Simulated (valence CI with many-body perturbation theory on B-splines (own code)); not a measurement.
Re⁵³⁺: calculated level list

Method: relativistic CI+MBPT: four valence electrons over a frozen Dirac-Fock core [Ar], a basis of 9 s, 9 p, 10 d, 8 f, 5 g, 3 h, 1 i functions for each j, with the one-electron correlation potential Σ1 (screened to all orders), the two-electron term Σ2, the three-electron term Σ3, Breit, model QED; selected single and double excitations, second order for the rest (own B-spline code, finite nucleus).

The last digits are not significant, and no measured levels were compared; by estimate large intervals hold to a few tenths of a per cent, small ones and those within an open d or f shell to about a per cent. The list stops below the first excitations out of the core. Only levels of the ground parity were solved; by the run's estimate the other parity begins above the list, which can be wrong where configurations are misplaced.

Levels 1 to 26 of 26, with energies above the lowest level, (3d3/2^4) J=0. "Leading %" is the weight of the configuration and term that name the level; weights of strongly mixed levels are sums over their largest components and can fall short. In the jj column 3d3/2^4 stands for four electrons in 3d with j = 3/2. Lifetimes count E1, E2, E3, M1 and M2 decay at the calculated energies, and are blank where another channel may lead or the interval is too uncertain; long ones can be off by a factor of two.

```csv
No.,Configuration,Term,J,E (cm⁻¹),Leading %,Leading jj,Lifetime,g
1,3d4,3P,0,0,60,3d3/2^4 (99 %),,
2,3d4,5D,1,554500,56,3d3/2^3 3d5/2 (99 %),242 ns,1.489
3,3d4,3F,4,651540,28,3d3/2^3 3d5/2 (99 %),,1.058
4,3d4,5D,2,678800,32,3d3/2^3 3d5/2 (96 %),36.2 μs,1.191
5,3d4,3F,3,706260,31,3d3/2^3 3d5/2 (97 %),,1.109
6,3d4,5D,0,1180000,67,3d3/2^2 3d5/2^2 (99 %),101 ns,
7,3d4,5D,2,1183500,54,3d3/2^2 3d5/2^2 (97 %),141 ns,1.284
8,3d4,3H,4,1202800,40,3d3/2^2 3d5/2^2 (99 %),238 ns,1.137
9,3d4,5D,3,1219800,49,3d3/2^2 3d5/2^2 (96 %),244 ns,1.177
10,3d4,3H,5,1248800,66,3d3/2^2 3d5/2^2 (100 %),492 ns,1.077
11,3d4,1I,6,1271600,54,3d3/2^2 3d5/2^2 (100 %),,1.065
12,3d4,3D,1,1293100,43,3d3/2^2 3d5/2^2 (97 %),247 ns,1.061
13,3d4,3F,3,1317200,45,3d3/2^2 3d5/2^2 (98 %),360 ns,1.058
14,3d4,3G,4,1320600,54,3d3/2^2 3d5/2^2 (99 %),1.27 μs,1.027
15,3d4,3F,2,1337000,33,3d3/2^2 3d5/2^2 (98 %),812 ns,1.074
16,3d4,3F,2,1441100,52,3d3/2^2 3d5/2^2 (98 %),198 ns,0.965
17,3d4,3F,4,1485100,65,3d3/2^2 3d5/2^2 (98 %),715 ns,1.176
18,3d4,1D,2,1590200,44,3d3/2^2 3d5/2^2 (96 %),3.17 μs,1.118
19,3d4,3P,0,1723100,54,3d3/2^2 3d5/2^2 (88 %),592 ns,
20,3d4,5D,4,1830600,40,3d3/2 3d5/2^3 (97 %),114 ns,1.164
21,3d4,3F,3,1842200,42,3d3/2 3d5/2^3 (98 %),102 ns,1.197
22,3d4,3D,1,1884800,48,3d3/2 3d5/2^3 (98 %),82.6 ns,1.010
23,3d4,3G,5,1890600,66,3d3/2 3d5/2^3 (100 %),206 ns,1.132
24,3d4,3H,6,1894700,54,3d3/2 3d5/2^3 (100 %),249 ns,1.078
25,3d4,3F,2,1960100,46,3d3/2 3d5/2^3 (97 %),129 ns,1.057
26,3d4,3D,3,1976100,37,3d3/2 3d5/2^3 (99 %),176 ns,1.085
```

The ionisation energy to 3d3 4F_3/2 of the next ion comes out as 5099.4 eV (NIST: 5099 ± 5 eV (theoretical)). All 26 levels together are meant to be complete up to 1976600 cm⁻¹.
